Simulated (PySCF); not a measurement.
Here is a job for PySCF.
```python
from pyscf import gto, scf, mp

mol = gto.Mole()
mol.atom = '''
    O     0.00000000    0.00000000    0.00000000
'''
mol.basis = 'def2-svpd'
mol.charge = -1
mol.spin = 1
mol.verbose = 4
mol.build()

mf = scf.UHF(mol)
mf.kernel()

pt = mp.MP2(mf)
pt.kernel()
print('E(MP2) = %.10f' % pt.e_tot)
```

Task: What is the computed number of basis functions (MP2/def2-SVPD run with PySCF)?

Result: 23

Task: What is the computed SCF-reference <S^2> (MP2/def2-SVPD)?

Result: 0.769

These values belong to the state on which the SCF converged, which isn't shown to be the lowest.
